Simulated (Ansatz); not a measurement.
Frontier orbitals of C$_{3}$H$_{11}$BSi (`CB(C)C[SiH3]`).

Z-matrix (Å, degrees):
```
C
B 1 1.570
H 1 1.092 2 115.3
H 1 1.099 2 107.9 3 -119.9
H 1 1.095 2 111.8 3 125.2
C 2 1.570 1 119.5 3 -167.5
C 2 1.557 1 120.7 3 14.5
H 6 1.093 2 114.1 1 -151.2
H 6 1.093 2 114.2 1 -24.6
H 6 1.100 2 106.5 1 92.3
Si 7 1.882 2 108.7 1 83.8
H 7 1.095 2 113.4 1 -32.9
H 7 1.095 2 113.7 1 -158.8
H 11 1.488 7 110.7 2 58.4
H 11 1.488 7 110.6 2 178.3
H 11 1.488 7 110.7 2 -61.6
```

Total charge 0; spin multiplicity 1. All single points use the PBE0-D4/def2-TZVP geometry. It is one conformer, not always the lowest. Basis def2-TZVPP, Ansatz.

Orbital energies of one run (eV). Highest occupied ones, from the top: -7.38, -7.53, -8.24, -8.42, -8.80, -9.34, -9.57, -10.30, -10.52, -10.94, -11.36, -13.20, -17.51, -17.69. Empty: -1.01, 0.31, 1.17, 1.22, 1.51, 2.02.

**Question.** Which functional gave them?
A. BHLYP
B. r2SCAN
C. r2SCAN0
D. B3LYP

**Answer.** B. HOMO energies: r2SCAN -7.38, r2SCAN0 -8.59, BHLYP -9.65, B3LYP -8.21 eV.

B3LYP here is the variant with VWN-RPA as its local correlation; programs differ in this.
